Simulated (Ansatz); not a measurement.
Ansatz (a program for electronic structure) input (CCSD(T)/aug-cc-pVDZ):

Ansatz 0.2 input:
```yaml
crystal:
  periodic: [false, false, false]
  atoms:
    - {symbol: C, position_ang: [1.40089610, -0.12771822, -0.08619572]}
    - {symbol: C, position_ang: [0.22142190, -0.01764924, -0.01156384]}
    - {symbol: O, position_ang: [-1.12368377, 0.14763239, 0.10582275]}
    - {symbol: H, position_ang: [2.46176120, -0.23306503, -0.15847468]}
    - {symbol: H, position_ang: [-1.61110123, -0.55826995, 0.59022957]}
    - {symbol: H, position_ang: [-1.59509782, 0.48248062, -0.69177949]}
basis:
  gaussian:
    orbitals: aug-cc-pVDZ
total_charge: 1
magnetization: {spin_polarized: false}
correlation: {method: ccsd_t, electrons: outside_noble_gas}
output: {forces: true}
```

End of the output:

```
mean field evaluation 2: about -4130.7195 eV, gradient 4.0e1 eV
mean field evaluation 4: about -4134.4059 eV, gradient 3.2e0 eV
mean field evaluation 8: about -4134.4419 eV, gradient 1.5e-1 eV
mean field evaluation 16: about -4134.4375 eV, gradient 1.2e0 eV
mean field -4134.44201506 eV, -151.9379416282 hartree, gradient 1.6e-6 eV, S^2 0.000000; 0 other end points of the search recorded, 0 dependent functions left out
3 core orbitals not correlated
reference -4134.44201506 eV, -151.9379416282 hartree; 8, 8 occupied and 85, 85 virtual orbitals, 948 factors
densities: 0.52 GiB planned
second order -12.23606119 eV of doubles, -0.00000000 eV of singles
coupled cluster: 0.36 GiB planned
cycle   1  -12.36206360 eV  change   -1.3e-1 eV  update   7.7e-2
cycle   2  -12.68825799 eV  change   -3.3e-1 eV  update   2.5e-2
cycle   3  -12.77293280 eV  change   -8.5e-2 eV  update   1.2e-2
cycle   4  -12.77493871 eV  change   -2.0e-3 eV  update   3.7e-3
cycle   5  -12.77760746 eV  change   -2.7e-3 eV  update   1.4e-3
cycle   6  -12.77800261 eV  change   -4.0e-4 eV  update   3.3e-4
cycle   7  -12.77791924 eV  change    8.3e-5 eV  update   9.0e-5
cycle   8  -12.77792775 eV  change   -8.5e-6 eV  update   3.6e-5
cycle   9  -12.77792357 eV  change    4.2e-6 eV  update   1.4e-5
cycle  10  -12.77791505 eV  change    8.5e-6 eV  update   5.4e-6
perturbative correction -0.46309772 eV, -0.0170185273 hartree
the calculation of the forces begins
Total energy: -4147.68302783 eV, -152.4245398723 hartree
Atom 0 at     1.400896    -0.127718    -0.086196 Å, force     2.969814    -0.273772    -0.185179 eV/Å
Atom 1 at     0.221422    -0.017649    -0.011564 Å, force    -2.729272     0.178444     0.110793 eV/Å
Atom 2 at    -1.123684     0.147632     0.105823 Å, force    -0.819613     0.261559     0.202106 eV/Å
Atom 3 at     2.461761    -0.233065    -0.158475 Å, force     0.518271    -0.050133    -0.034229 eV/Å
Atom 4 at    -1.611101    -0.558270     0.590230 Å, force     0.030774    -0.033719    -0.076716 eV/Å
Atom 5 at    -1.595098     0.482481    -0.691779 Å, force     0.030026    -0.082379    -0.016775 eV/Å
Dipole moment:    -0.789379    -0.096602    -0.088276 e Å
```

It need not be the lowest isomer of its formula.
